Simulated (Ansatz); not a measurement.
Saddle point of Si$_{4}$H$_{11}$ClF$_{2}$, singlet (Si₄H₉F ([F][Si]([SiH3])([SiH3])[SiH3]) + HCl + HF → Si₃H₆F₂ ([F][Si]([F])([SiH3])[SiH3]) + SiH₄ + HCl; bonds formed: Si1–F9, Si2–H8; bonds broken: Si1–Si2, H8–F9), PBE0-D4/def2-TZVP structure:

Si1  (-0.056, 0.103, -0.659)
Si2  (-0.198, 0.308, 1.922)
Si3  (1.588, -1.317, -1.541)
Si4  (-2.052, -1.166, -0.418)
F5  (-0.592, 1.326, -1.539)
H6  (1.071, 3.114, 0.228)
Cl7  (0.434, 3.954, 0.977)
H8  (0.879, 0.852, 0.642)
F9  (1.580, 1.356, -0.275)
H10  (-1.471, 1.052, 2.032)
H11  (-0.389, -1.154, 2.096)
H12  (0.804, 0.808, 2.901)
H13  (0.946, -2.488, -2.194)
H14  (2.430, -1.796, -0.415)
H15  (2.411, -0.569, -2.522)
H16  (-2.627, -1.274, -1.788)
H17  (-1.691, -2.528, 0.059)
H18  (-3.068, -0.581, 0.495)
(Å)

Energies are electronic, without zero-point energy. Barriers and step energies count from the start structure reached by relaxing down the imaginary mode; all methods use the PBE0-D4 structures, on which another method's saddle can fall below an end. Program: Ansatz 0.2.0. Basis: def2-TZVPP, with def2-QZVPP for the basis limit. Cores are frozen in the correlated methods. B3LYP uses VWN-RPA correlation. Extrapolation: Hartree–Fock as exp(−7.88 √X), correlation as X^−2.97.

| method | barrier (eV) | step energy (eV) |
| --- | --- | --- |
| SPW92 | 1.168 | -0.908 |
| PBE-D4 | 1.430 | -0.970 |
| BLYP-D4 | 1.555 | -1.201 |
| r2SCAN-D4 | 1.517 | -1.177 |
| B97M-V | ? | -1.240 |
| PBE0-D4 | 1.688 | -1.046 |
| B3LYP-D4 | 1.751 | -1.248 |
| r2SCAN0-D4 | 1.726 | -1.202 |
| BHLYP-D4 | 2.021 | -1.349 |
| CAM-B3LYP-D4 | 1.810 | -1.325 |
| wB97X-V | 1.799 | -1.253 |
| wB97M-V | 1.714 | -1.283 |
| B2PLYP | ? | -1.287 |
| PBE-QIDH | 1.834 | -1.161 |
| RPA on PBE | ? | -1.293 |
| HF | 2.623 | -1.620 |
| MP2 | 1.808 | -1.259 |
| CCSD | 2.032 | -1.307 |
| CCSD(T) | 1.882 | -1.249 |

Q: Fill in the withheld barriers. (Judge from chemistry; the value comes from the calculation.)

A: Computed: RPA on PBE 1.829; B2PLYP 1.830; B97M-V 1.679 eV. Each is the energy of the saddle less that of the start structure, by the same method.

For comparison, the barrier by CCSD(T) at an estimated basis limit (MP2 extrapolated from triple and quadruple zeta, plus CCSD(T) − MP2 in triple zeta) is 1.837 eV.

No T1 diagnostic of these runs exceeds 0.015.

Labels in which every atom is bracketed show which atoms are joined, not bond orders.

For scale, one of the runs: CCSD(T)/def2-TZVPP, 426 basis functions, launched by `ansatz run in.yaml --threads 4 --pin off --events-out ev --progress --plain --max-ram 66560MiB --backend cuda --devices 0, --max-vram 37GiB`. Hardware: 4 CPU threads of an AMD EPYC 7R13 and a share of one NVIDIA H100, shared host. Wall time 96 s; peak host memory 1.7 GiB.
